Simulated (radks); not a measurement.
Species: Al. Configuration: [Ne] 3s2 3p1. Calculated with a radial shooting solver on a logarithmic mesh with Libxc functionals: Dirac Kohn-Sham, PBE, spin-unpolarised, spherical densities, point nucleus; open shells are shared between the two j in proportion to 2j + 1; speed of light set to 1370.36 atomic units (10 times the physical value, a model run).

Normalised radial functions P(r) = r R(r) (large component), r in bohr:

r,1s1/2
0.009479,0.7609
0.01392,1.0545
0.02043,1.4226
0.03,1.8454
0.04404,2.2607
0.06466,2.5485
0.09492,2.5472
0.1394,2.1397
0.2046,1.3997
0.298,0.6538
0.4375,0.1815
0.6423,0.0243
0.943,0.0011
1.384,0.0000
2.033,0.0000
2.984,0.0000
4.381,0.0000
6.432,0.0000
9.443,0.0000

1s1/2: eigenvalue -1507.7 eV, 0 radial nodes, <r> = 0.121 bohr, 90 % of the charge inside 0.215 bohr.
